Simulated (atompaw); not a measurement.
**Reading a pseudo-wave (sulfur)**

Columns: radius, all-electron u(r) and pseudo u(r) of the 3s shell (level -17.96 eV) of sulfur in the configuration [Ne] 3s1 3p5; LDA (PW92), scalar-relativistic, PAW (atompaw) scheme, atompaw 4.2.0.5.

```tsv
r (bohr)	all-electron	pseudo
0.071	0.1971	0.0495
0.142	-0.0501	0.0996
0.213	-0.2833	0.1507
0.285	-0.4017	0.2038
0.356	-0.4076	0.2577
0.427	-0.3346	0.3129
0.498	-0.2135	0.3691
0.569	-0.0689	0.4259
0.640	0.0821	0.4825
0.712	0.2298	0.5390
0.783	0.3632	0.5930
0.854	0.4806	0.6441
0.925	0.5803	0.6913
0.996	0.6621	0.7335
1.067	0.7269	0.7695
1.138	0.7758	0.7987
1.210	0.8108	0.8211
1.281	0.8325	0.8359
1.352	0.8432	0.8438
1.423	0.8447	0.8447
1.494	0.8382	0.8382
1.565	0.8253	0.8253
1.637	0.8069	0.8069
1.708	0.7846	0.7846
1.779	0.7592	0.7592
1.850	0.7314	0.7314
```

(1) How many radial nodes do the two functions have?

(2) At about which radius was the pseudo-wave matched?

(3) Is the pseudo-wave norm-conserving?

Answers

(1) The all-electron 3s function has n − l − 1 = 2; the pseudo-wave has 0, since the states of the same l below it are removed with the core.

(2) 1.45 bohr, where the columns begin to agree (steps of 0.07 bohr).

(3) No, it belongs to a PAW set: the norm inside the radius is not constrained, and the difference is carried by the augmentation charge.
